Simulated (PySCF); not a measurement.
A species of formula C4H6O3S has this rotational fingerprint, computed with PBE0/pcSseg-1 in PySCF (dipole) on a GFN2-xTB geometry, gas phase:

- Rotational constants: A = 3583, B = 1285, C = 1187 MHz
- Dipole components: |μa| = 3.76 D, |μb| = 1.45 D, |μc| = 1.79 D
- Inertial defect: -108.47 u·Å²
- κ: -0.92

Question: Which candidate fits, each taken in the one conformer that was computed?
A. `[CH:1]#[C:2][CH2:3][S:4](=[O:5])(=[O:6])[O:7][CH3:8]` with C2–C3–S4–O5 159°, C3–S4–O7–C8 78°
B. `[O:1]=[S:2](=[O:3])([OH:4])[C:5]1=[CH:6][CH2:7][CH2:8]1` with O1–S2–O4–H 0°, O1–S2–C5–C6 152°
C. `[CH2:1]=[C:2]([C:3](=[O:4])[OH:5])[S@:6]([CH3:7])=[O:8]` with C1–C2–C3–O4 -9°, C2–C3–O5–H -178°, C1–C2–S6–C7 106°

Answer: B. It is O=S(=O)(O)C1=CCC1, a near-prolate asymmetric top, point group C1. The candidates at the same level (rigid rotor, commonest isotopes):

```json
{"SMILES": "O=S(=O)(O)C1=CCC1", "A (MHz)": "3583", "B (MHz)": "1285", "C (MHz)": "1187", "μa (D)": "3.76", "μb (D)": "1.45", "μc (D)": "1.79", "Δ (u·Å²)": "-108.47", "point group": "C1", "rotor": "near-prolate asymmetric top"}
{"SMILES": "C=C(C(=O)O)[S@](C)=O", "A (MHz)": "2977", "B (MHz)": "1333", "C (MHz)": "1080", "μa (D)": "1.44", "μb (D)": "2.13", "μc (D)": "0.92", "Δ (u·Å²)": "-81.02", "point group": "C1", "rotor": "asymmetric top"}
{"SMILES": "C#CCS(=O)(=O)OC", "A (MHz)": "2559", "B (MHz)": "1596", "C (MHz)": "1285", "μa (D)": "2.47", "μb (D)": "2.96", "μc (D)": "2.21", "Δ (u·Å²)": "-120.99", "point group": "C1", "rotor": "asymmetric top"}
```

`C#CCS(=O)(=O)OC` has A 29 % too low; `C=C(C(=O)O)[S@](C)=O` has A 17 % too low. No structure here is proved a minimum.
